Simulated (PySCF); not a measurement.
Molecule: SMILES [BH3-][O+](C)C, C₂H₉BO.

Geometry (Å), atoms numbered from 1 in this order:
```xyz
13

B     1.3864   -0.6178   -0.2006
O    -0.1137    0.0086   -0.3927
C    -1.1488   -0.7897    0.1641
C    -0.2096    1.3860   -0.0570
H     1.5804   -0.5648    1.0099
H     2.0917    0.1286   -0.8576
H     1.2812   -1.7483   -0.6449
H    -2.1221   -0.3766   -0.1382
H    -1.0196   -1.8002   -0.2369
H    -1.0623   -0.8127    1.2626
H    -0.0637    1.5246    1.0265
H    -1.1954    1.7627   -0.3660
H     0.5867    1.9007   -0.6046
```

Geometry PBE0-D3(BJ)/def2-SVP throughout; GIAO in PySCF 2.14.0 with density-fitted response routines, gas phase, one conformer, non-relativistic; equivalent atoms averaged; basis pcSseg-2.

(1) How do the absolute shieldings σ depend on the functional? (ppm; last column core-seconds on shared hosts with different chips, so compare them loosely; the GGAs took longer than the global hybrids here, which isn't the general rule, and the cause wasn't traced)

(2) Which nucleus moves most, in ppm?

Results:

(1) 
| functional | kind | B1 | O2 | C3/C4 | H8/H9/H10/H11/H12/H13 | H5/H6/H7 | core-s |
| --- | --- | --- | --- | --- | --- | --- | --- |
| HF | Hartree–Fock | 111.0 | 351.3 | 129.1 | 28.32 | 28.99 | 16 |
| LDA | LDA | 88.0 | 313.2 | 104.9 | 27.19 | 27.44 | 34 |
| PBE | GGA | 91.1 | 305.7 | 106.8 | 27.67 | 28.01 | 41 |
| BLYP | GGA | 89.2 | 300.6 | 102.6 | 27.85 | 28.33 | 40 |
| BP86 | GGA | 91.6 | 306.1 | 106.6 | 27.71 | 28.09 | 43 |
| OPBE | GGA | 96.7 | 309.7 | 114.4 | 27.75 | 28.08 | 39 |
| KT2 | GGA | 95.3 | 306.4 | 111.1 | 27.66 | 27.99 | 40 |
| KT3 | GGA | 96.3 | 303.3 | 111.9 | 27.89 | 28.34 | 39 |
| B97-D | GGA | 94.4 | 306.2 | 108.2 | 27.88 | 28.39 | 39 |
| B3LYP | global hybrid | 93.9 | 313.5 | 108.7 | 27.91 | 28.43 | 27 |
| PBE0 | global hybrid | 96.9 | 320.9 | 114.0 | 27.79 | 28.20 | 30 |
| mPW1PW91 | global hybrid | 97.0 | 320.5 | 113.5 | 27.85 | 28.29 | 32 |
| WP04 | global hybrid | 89.9 | 300.0 | 101.9 | 28.23 | 29.16 | 22 |
| B97-2 | global hybrid | 98.0 | 318.0 | 114.2 | 27.91 | 28.40 | 21 |
| BHandHLYP | global hybrid | 100.3 | 329.7 | 116.7 | 28.02 | 28.61 | 20 |
| CAM-B3LYP | range-separated hybrid | 95.8 | 324.8 | 112.4 | 27.84 | 28.37 | 28 |
| wB97X-D | range-separated hybrid | 98.3 | 324.4 | 114.5 | 27.90 | 28.36 | 25 |
| LC-wPBE | range-separated hybrid | 99.0 | 336.0 | 118.4 | 27.87 | 28.34 | 34 |

(2) O2 (donor oxygen of a Lewis adduct): from 300.0 ppm with WP04 to 351.3 ppm with HF. The smallest spread is 1.13 ppm, at H8/H9/H10/H11/H12/H13. Proton shifts span only some 12 ppm, so a few tenths of a ppm matter as much there as several ppm in carbon.
